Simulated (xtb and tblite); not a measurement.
Relaxed torsion scan: CH6O2Si, SMILES OCO[SiH3]. Scanned: dihedral H5–O1–C2–O3 and dihedral O1–C2–O3–Si4; all other coordinates were relaxed at GFN2-xTB. Points at φ and −φ are mirror images.

Atom numbering (GFN2-xTB optimised geometry, Å):
```
10

O     -1.6051     0.7422     0.1071
C     -1.1018    -0.5484     0.1576
O      0.1569    -0.6593    -0.4006
Si     1.4804     0.2188    -0.0258
H     -1.6141     1.0369    -0.8119
H     -1.7529    -1.2561    -0.3815
H     -1.0788    -0.8179     1.2209
H      2.4027    -0.3984    -0.9649
H      1.2698     1.6452    -0.2817
H      1.8428     0.0372     1.3808
```

Method: GFN2-xTB in xtb and tblite.

Energy in kJ/mol above the lowest grid point; x is the dihedral H5–O1–C2–O3 (°), y the dihedral O1–C2–O3–Si4 (°).

| y \ x | -150 | -120 | -90 | -60 | -30 | 0 | 30 | 60 | 90 | 120 | 150 | 180 |
|---|---|---|---|---|---|---|---|---|---|---|---|---|
| 180 | 29.0 | 24.9 | 14.6 | 7.0 | 7.4 | 9.5 | 7.4 | 7.0 | 14.6 | 24.9 | 29.0 | 28.8 |
| 150 | 29.7 | 25.8 | 15.8 | 8.5 | 9.0 | 10.3 | 7.2 | 6.6 | 14.5 | 24.9 | 28.9 | 29.0 |
| 120 | 28.9 | 25.5 | 15.9 | 9.5 | 10.5 | 11.2 | 7.0 | 6.0 | 13.8 | 23.9 | 27.6 | 27.9 |
| 90 | 24.3 | 21.5 | 12.7 | 7.3 | 9.4 | 10.1 | 4.7 | 2.8 | 10.0 | 19.4 | 22.7 | 23.0 |
| 60 | 19.7 | 17.7 | 9.7 | 5.3 | 9.0 | 10.4 | 3.6 | 0.0 | 6.3 | 15.2 | 18.1 | 18.1 |
| 30 | 16.8 | 15.4 | 8.3 | 4.9 | 10.4 | 13.6 | 6.8 | 0.8 | 5.6 | 13.9 | 16.3 | 15.6 |
| 0 | 15.6 | 13.6 | 6.5 | 3.4 | 9.9 | 15.3 | 9.9 | 3.4 | 6.5 | 13.6 | 15.6 | 14.9 |
| -30 | 16.3 | 13.9 | 5.6 | 0.8 | 6.8 | 13.6 | 10.4 | 4.9 | 8.3 | 15.4 | 16.8 | 15.6 |
| -60 | 18.1 | 15.2 | 6.3 | 0.0 | 3.6 | 10.4 | 9.0 | 5.3 | 9.7 | 17.7 | 19.7 | 18.1 |
| -90 | 22.7 | 19.4 | 10.0 | 2.8 | 4.7 | 10.1 | 9.4 | 7.3 | 12.7 | 21.5 | 24.3 | 23.0 |
| -120 | 27.6 | 23.9 | 13.8 | 6.0 | 7.0 | 11.2 | 10.5 | 9.5 | 15.9 | 25.5 | 28.9 | 27.9 |
| -150 | 28.9 | 24.9 | 14.5 | 6.6 | 7.2 | 10.3 | 9.0 | 8.5 | 15.8 | 25.8 | 29.7 | 29.0 |

Points that lie below all their neighbours on the grid: x = -60, y = -60 (0.0 kJ/mol); x = 60, y = 60 (0.0 kJ/mol); x = 180, y = 0 (14.9 kJ/mol); x = 180, y = 180 (28.8 kJ/mol). The lowest path on the grid from the first to the second passes x = 0, y = 180 at 9.5 kJ/mol.
